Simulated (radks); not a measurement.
The numbers below are computed, except where a source is named.
Initial-state core-level shifts of neutral vanadium when its valence configuration changes from [Ar] 3d3 4s2. Code: a radial shooting solver on a logarithmic mesh with Libxc functionals. Model: scalar-relativistic Kohn-Sham, PBEsol, spin-unpolarised, spherical densities, finite nucleus; Fermi nuclear charge, rms radius 3.6002 fm. Shifts are changes of the shell-averaged eigenvalues in eV (positive: less bound); the change of the density at the nucleus, which sets a Mossbauer isomer shift, is in e/bohr^3, on a base of 9925.

[
 {"valence": "3d4 4s1", "1s": "+3.564", "2s": "+4.149", "2p": "+4.093", "3s": "+3.662", "density at nucleus": "-5.3773"},
 {"valence": "3d3 4s1 4p1", "1s": "-1.430", "2s": "-1.358", "2p": "-1.362", "3s": "-1.419", "density at nucleus": "-3.7576"},
 {"valence": "3d4 4p1", "1s": "+2.294", "2s": "+3.001", "2p": "+2.937", "3s": "+2.398", "density at nucleus": "-8.8591"},
 {"valence": "3d4.5 4p0.5", "1s": "+4.056", "2s": "+4.917", "2p": "+4.836", "3s": "+4.252", "density at nucleus": "-9.0288"},
 {"valence": "3d2 4s2 4p1", "1s": "-6.820", "2s": "-7.667", "2p": "-7.589", "3s": "-6.612", "density at nucleus": "+3.7294"},
 {"valence": "3d5", "1s": "+5.296", "2s": "+6.246", "2p": "+6.155", "3s": "+5.583", "density at nucleus": "-9.0888"},
 {"valence": "3d2.5 4s2 4p0.5", "1s": "-3.225", "2s": "-3.602", "2p": "-3.567", "3s": "-3.172", "density at nucleus": "+1.7137"},
 {"valence": "3d3.5 4s1.5", "1s": "+2.023", "2s": "+2.350", "2p": "+2.320", "3s": "+2.050", "density at nucleus": "-2.9698"},
 {"valence": "3d2 4s1 4p2", "1s": "-8.143", "2s": "-8.958", "2p": "-8.879", "3s": "-7.912", "density at nucleus": "-1.0736"}
]
